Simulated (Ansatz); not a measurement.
```yaml
crystal:
  periodic: [false, false, false]
  atoms:
    - {symbol: S, position_ang: [0.475386, -0.775938, 1.131520]}
    - {symbol: Sb, position_ang: [-0.159897, 0.203615, -0.883710]}
    - {symbol: H, position_ang: [0.927279, -1.835855, 0.555123]}
    - {symbol: H, position_ang: [-1.642501, 0.657838, -0.343514]}
    - {symbol: H, position_ang: [0.447735, 1.679589, -0.499164]}
basis:
  gaussian: {orbitals: STO-3G, fitting: {mean_field: cc-pVTZ-jkfit}}
hamiltonian: {xc: {name: HF}}
accuracy: high
output: {forces: true}
```

```sh
$ ansatz run in.yaml --threads 2 --pin off --events-out ev --progress --plain --max-ram 4352MiB
```

Task: How does Ansatz answer? (An estimate is asked.)

Result: The calculation gave: The program refused the input.
```
Functional definition: HF
Error: <dir> the basis set cc-pVTZ-JKFIT has no functions for Sb
```
